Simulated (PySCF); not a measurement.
Gas-phase reaction: Ga(CH3)3.NH3 + C6H6 ⇌ GaH3.NH3 + 3 C3H4 (allene), at 1800 K and a standard pressure of 1 bar. Level: CCSD(T)/def2-SVP†.

Method: PySCF energies plus ideal-gas RRHO corrections (1 bar). † marks an energy on the PBE0/def2-TZVP geometry and frequencies. CCSD(T) freezes the core. All species are closed-shell singlets. Ga: all electrons, no relativistic terms. Adducts (Ga(CH3)3.NH3, GaH3.NH3) have no counterpoise correction, and HF, PBE, BLYP, B3LYP and PBE0 lack dispersion. GaH3.NH3: computed as isolated molecules; such fragments, hydroxides, amides, oligomers or adducts are transient or little studied in the gas. CCSD(T) isn't extrapolated to the basis-set limit. The harmonic model lacks anharmonicity and excited electronic states, which grow with temperature; levels with a mode under 35 cm⁻¹ are left out. Soft modes under 120 cm⁻¹ make the harmonic entropy rough for Ga(CH3)3.NH3, GaH3.NH3.

| species | E (Ha) | H(1800 K) − E (kJ/mol) | S°(1800 K) (J/mol/K) |
|---|---|---|---|
| Ga(CH3)3.NH3 | -2098.87491 | 845.1 | 891.2 |
| C6H6 | -231.39116 | 575.8 | 579.9 |
| GaH3.NH3 | -1981.35413 | 372.6 | 503.8 |
| C3H4 (allene) | -116.21962 | 324.9 | 421.6 |
E: electronic energy; H − E holds the zero-point and thermal terms. 1 Ha = 2625.5 kJ/mol.

### Question
Work out ΔH°, ΔS°, ΔG° and log10 K from these numbers.

### Answer
1. ΔE = 1×(-1981.35413) + 3×(-116.21962) − 1×(-2098.87491) − 1×(-231.39116) = 0.25308 Ha = 664.5 kJ.
2. Δ(H − E) = 1×(372.6) + 3×(324.9) − 1×(845.1) − 1×(575.8) = -73.6 kJ, so ΔH° = 590.9 kJ.
3. ΔS° = 1×(503.8) + 3×(421.6) − 1×(891.2) − 1×(579.9) = 297.5 J/K; the number of gas molecules changes by +2.
4. ΔG° = ΔH° − TΔS° = 590.9 − 1800×(297.5)/1000 = 55.4 kJ.
5. log10 K = −ΔG°/(RT ln 10) = -1.61, with RT ln 10 = 34.46 kJ/mol; at standard pressures the reactants are favoured.
6. A shift of 10 kJ in ΔE would move log10 K by 0.29 here.
7. With ΔH° and ΔS° held fixed, ΔG° changes sign near ΔH°/ΔS° = 1990 K.
8. Lowering the total pressure from 1 bar to 0.01 bar multiplies the mole-fraction quotient K_x = K (p/p°)^(−Δn) by 10^4, which pushes the balance towards the products.
For scale, ΔH°(298 K) is 616 kJ at this level, 614 kJ at ωB97M-V/def2-TZVP†, and runs from 492 to 698 kJ over the 18 levels computed.
